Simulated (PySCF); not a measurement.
Species: C2H6BFN2.
SMILES with atom numbers: `[CH3:1][NH2+:2][B@H-:3]([F:4])[C:5]#[N:6]` (hydrogens: H7, H8, H9 on C1; H10, H11 on N2; H12 on B3)

The closed-shell SCF was solved with PySCF and density fitting under several settings on one GFN2-xTB geometry (grid level 2 and gas phase unless stated).

```csv
settings,basis functions,SCF cycles,E (Eh),HOMO (eV),LUMO (eV),dipole (D)
"KT3/pcSseg-0, grid level 4",66,16,-317.8804,-7.11,-0.75,7.24
PBE0/def2-SVPD,171,14,-313.5204,-8.73,-0.42,7.14
WP04/def2-SVP,114,15,-320.6894,-9.65,-1.50,7.22
```

Task: Estimate the row for these settings: PBE0/pcSseg-1, grid level 3, start guess huckel.

Result: 
```
                                       settings  basis functions  SCF cycles     E (Eh)  HOMO (eV)  LUMO (eV)  dipole (D)
PBE0/pcSseg-1, grid level 3, start guess huckel              132          20  -313.7065      -8.65      -0.02        7.25
```

Task: Over all rows, what range does the HOMO–LUMO gap span?

Result: From 6.36 eV (KT3/pcSseg-0, grid level 4) to 8.63 eV (PBE0/pcSseg-1, grid level 3, start guess huckel). The functional of the narrowest has no exact exchange, that of the widest 25 % exact exchange.

Task: And the dipole moment?

Result: From 7.14 D (PBE0/def2-SVPD) to 7.25 D (PBE0/pcSseg-1, grid level 3, start guess huckel); the largest is 1.02 times the smallest, and the median is 7.23 D.

Task: Compare two rows with the functional PBE0: PBE0/pcSseg-1, grid level 3, start guess huckel and PBE0/def2-SVPD. Which energy is lower, and by how much?

Result: PBE0/pcSseg-1, grid level 3, start guess huckel (132 functions) lies 0.1861 Eh or 117 kcal/mol below PBE0/def2-SVPD (171 functions). The smaller set gives the lower energy; the two sets aren't nested, so the variational bound doesn't order them by size.

Cycle counts include a coarse-grid stage where the run had one. KT3 and WP04 were designed for NMR shieldings or shifts; total energies of different functionals aren't comparable.

Conformer computed: `[CH3:1][NH2+:2][B@H-:3]([F:4])[C:5]#[N:6]`: C1–N2–B3–F4 180°.

One conformer stands for the species.
